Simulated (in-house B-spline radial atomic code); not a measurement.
A fraction x of an electron is removed from 5s in neutral xenon, starting from [Kr] 4d10 5s2 5p6 and keeping the highest spin. Level of theory: non-relativistic OLYP, spin-polarised, spherical fractional occupations, point nucleus; calculated with a B-spline radial code for spherical atoms.

| x | E(x) - E(0) (eV) | 5s down level (eV) |
| --- | --- | --- |
| 0 | 0.0000 | -17.997 |
| 0.06 | 1.0957 | -18.528 |
| 0.18 | ? | ? |
| 0.35 | 6.8461 | -21.143 |
| 0.42 | 8.3485 | -21.785 |
| 0.5 | 10.1208 | -22.523 |
| 0.51 | 10.3465 | -22.616 |
| 0.63 | ? | ? |
| 0.85 | 18.5766 | -25.809 |
| 0.89 | 19.6166 | -26.190 |
| 1 | 22.5553 | - |

(1) What belongs in the row x = 0.18?

(2) What belongs in the row x = 0.63?

(3) Check Janak's theorem between x = 0.35 and 0.42.

## Answers

(1) An energy change of 3.3833 eV; 5s down at -19.600 eV.

(2) An energy change of 13.1274 eV; 5s down at -23.734 eV.

(3) The slope of the energy is 21.46 eV; the orbital levels give 21.46 eV (-ε of the emptying orbital, averaged over the two points).
